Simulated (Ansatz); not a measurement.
Cost and result for the atomization energy of `Cl[SiH]1C[Te]1` (7 atoms, 7 bonds).

Z-matrix (Å, degrees):
```
Si
C 1 1.830
Te 1 2.415 2 62.0
Cl 1 2.041 2 117.7 3 -112.7
H 1 1.475 2 120.0 3 110.8
H 2 1.085 1 120.6 3 -104.9
H 2 1.085 1 119.3 3 104.2
```

The species carries charge 0 and has multiplicity 1. Correlated methods include outer-core shells of Te, which these sets cover unevenly. Te takes the def2 core potential. All single points use the PBE0-D4/def2-TZVP geometry. Program: Ansatz. All runs use 2 threads of an Arm Neoverse V2 on a shared host. Times are those of one run each, without the atoms' runs, and a repeat can differ threefold. Electronic energies, without spin–orbit coupling; frozen cores. CCSD(T)/CBS adds CCSD(T) − MP2 in def2-TZVPP to the MP2 limit, and its time is that of the two runs behind it. T1 = 0.011. With those shells the extrapolation isn't a true limit. HSE06 is the plane-wave form, built on full-range PBE exchange.

CCSD(T)/CBS is a level of theory with its own doubt, some kJ/mol a heavy atom from the limit and from the frozen cores, so smaller differences don't rank the functionals.

```
                           level  functions  wall time
          LDA (SPW92)/def2-TZVPP        207        2 s
              BLYP-D4/def2-TZVPP        207      3.2 s
 PBE-D4/def2-TZVPP (with forces)        207      3.8 s
             HSE06-D4/def2-TZVPP        207      4.8 s
             BHLYP-D4/def2-TZVPP        207      4.8 s
                CCSD(T)/def2-SVP         91      5.5 s
           r2SCANh-D4/def2-TZVPP        207        8 s
               B2PLYP/def2-TZVPP        207      8.5 s
              ωB97X-V/def2-TZVPP        207       12 s
ωB97M-V/def2-TZVPP (with forces)        207       18 s
                  MP2/def2-QZVPP        369       24 s
              CCSD(T)/def2-TZVPP        207    2.6 min
               CCSD(T)/CBS(def2)          –      3 min
```

Q: What atomization energy does each give, and how far from CCSD(T)/CBS? (Best estimate.)

A: Computed: 
| level | atomization (kcal/mol) | difference from CCSD(T)/CBS | per bond |
| --- | --- | --- | --- |
| LDA (SPW92)/def2-TZVPP | 623.6 | 77.5 | 11.1 |
| BLYP-D4/def2-TZVPP | 535.6 | -10.5 | -1.5 |
| PBE-D4/def2-TZVPP (with forces) | 553.4 | 7.3 | 1.0 |
| HSE06-D4/def2-TZVPP | 544.8 | -1.3 | -0.2 |
| BHLYP-D4/def2-TZVPP | 523.0 | -23.1 | -3.3 |
| CCSD(T)/def2-SVP | 494.6 | -51.5 | -7.3 |
| r2SCANh-D4/def2-TZVPP | 541.7 | -4.4 | -0.6 |
| B2PLYP/def2-TZVPP | 531.9 | -14.2 | -2.0 |
| ωB97X-V/def2-TZVPP | 543.7 | -2.4 | -0.3 |
| ωB97M-V/def2-TZVPP (with forces) | 540.6 | -5.5 | -0.8 |
| MP2/def2-QZVPP | 551.0 | 4.9 | 0.7 |
| CCSD(T)/def2-TZVPP | 525.2 | -20.9 | -3.0 |
| CCSD(T)/CBS(def2) | 546.1 | 0.0 | 0.0 |

At CCSD(T), def2-SVP lies −51.4 kcal/mol from the extrapolated value and def2-TZVPP −20.9 kcal/mol: correlation converges slowly with the basis, and small sets miss more of it in the bonded molecule than in its fragments. In def2-TZVPP, CCSD(T) changes the Hartree–Fock value by +143.3 kcal/mol (the triples alone add +12.2 kcal/mol) and MP2 by +156.9 kcal/mol; breaking electron pairs costs correlation energy, which Hartree–Fock lacks. The D4 term adds +8.8 kcal/mol with B3LYP and +4.5 kcal/mol with PBE0; it sums over pairs of atoms, weighted by their polarisabilities, and B3LYP, whose exchange is more repulsive, gets the larger term.

B3LYP here is the variant with VWN-RPA as its local correlation; programs differ in this.

Spin–orbit coupling would lower the free Te atoms strongly, and the atomization energy with them, by more than many differences here.
